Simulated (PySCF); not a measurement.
A PySCF script (with the pyscf-properties extension) for the NMR shieldings of `CO[C@@H](C)B1OCCS1`, C₅H₁₁BO₂S, on a GFN2-xTB geometry:

```python
import basis_set_exchange as bse
import numpy as np
from pyscf import gto, dft
from pyscf.prop import nmr

atoms = """
C    -2.939969    1.253053   -0.184937
O    -1.557224    1.099320   -0.379979
C    -0.999983   -0.079161    0.193208
C    -1.479825   -1.360436   -0.514678
B     0.597359    0.021053    0.117225
O     1.363598   -0.356807    1.146229
C     2.760865   -0.351843    0.934171
C     3.101603    0.413936   -0.349236
S     1.546127    0.549057   -1.318791
H    -3.205121    1.147008    0.874873
H    -3.182564    2.260634   -0.518223
H    -3.523833    0.535227   -0.771284
H    -1.317758   -0.139725    1.249154
H    -0.951680   -2.218019   -0.106419
H    -2.546784   -1.511964   -0.369878
H    -1.272394   -1.287900   -1.579697
H     3.084815   -1.397239    0.863932
H     3.232429    0.104839    1.809223
H     3.440740    1.428718   -0.143494
H     3.844452   -0.099072   -0.954435
"""
names = dict.fromkeys(["C", "O", "B", "S", "H"], "pcSseg-1")
basis = {el: gto.basis.parse(bse.get_basis(n, elements=[el], fmt="nwchem")) for el, n in names.items()}
mol = gto.M(atom=atoms, basis=basis, charge=0, verbose=0)
mf = dft.RKS(mol, xc="PBE0")
mf.grids.level = 2
mf.grids.alignment = dft.numint.BLKSIZE   # the property module wants whole blocks of grid points
mf.conv_tol = 1e-9
mf.kernel()

calc = nmr.RKS(mf)   # GIAO
C = mf.mo_coeff
Co = C[:, mf.mo_occ > 0]
resp = mf.gen_response(singlet=True, hermi=2)
def vind(x):   # induced exchange potential for any number of trial vectors
    d = np.einsum("pi,xij,qj->xpq", C, 2 * x.reshape(-1, C.shape[1], Co.shape[1]), Co, optimize=True)
    return np.einsum("xpq,pi,qj->xij", resp(d - d.transpose(0, 2, 1)), C, Co, optimize=True).ravel()
mo1, _ = nmr.rhf.solve_mo1(calc, with_cphf=vind)
sigma = calc.kernel(mo1)
for i, s in enumerate(sigma):   # ppm
    w = np.linalg.eigvalsh((s + s.T) / 2)
    print("%2d %-2s iso %8.1f  s11 %8.1f  s22 %8.1f  s33 %8.1f" % (i, mol.atom_pure_symbol(i), w.mean(), *w))
```

Task: What does it print?

Result: 
```
 0 C  iso    128.2  s11     89.0  s22    112.0  s33    183.6
 1 O  iso    306.1  s11    260.8  s22    302.7  s33    354.9
 2 C  iso    113.0  s11     87.7  s22     91.3  s33    160.0
 3 C  iso    169.7  s11    150.0  s22    173.1  s33    186.0
 4 B  iso     53.3  s11     18.7  s22     59.3  s33     82.1
 5 O  iso    153.9  s11     -0.5  s22    225.5  s33    236.6
 6 C  iso    112.2  s11     62.7  s22    108.3  s33    165.4
 7 C  iso    151.6  s11    113.4  s22    166.6  s33    175.0
 8 S  iso    528.6  s11    413.9  s22    463.5  s33    708.5
 9 H  iso     28.9  s11     25.1  s22     26.3  s33     35.3
10 H  iso     27.9  s11     23.6  s22     25.4  s33     34.5
11 H  iso     28.0  s11     23.5  s22     26.1  s33     34.3
12 H  iso     28.3  s11     26.1  s22     27.4  s33     31.4
13 H  iso     31.0  s11     26.8  s22     29.6  s33     36.7
14 H  iso     29.8  s11     24.9  s22     28.7  s33     35.8
15 H  iso     30.8  s11     26.8  s22     30.0  s33     35.6
16 H  iso     27.3  s11     21.9  s22     26.6  s33     33.4
17 H  iso     27.0  s11     22.1  s22     26.2  s33     32.6
18 H  iso     28.5  s11     22.7  s22     26.4  s33     36.5
19 H  iso     28.7  s11     23.7  s22     26.4  s33     36.1
```

These numbers come from an equivalent density-fitted implementation of the same equations, which agrees with the script to about 0.01 ppm for H and up to a few tenths of a ppm for heavy atoms, so last digits may differ.

Size and cost of the density-fitted run: 215 basis functions, 41 s wall time on 1 thread of an Arm Neoverse V2, shared host; peak memory 1 GiB.
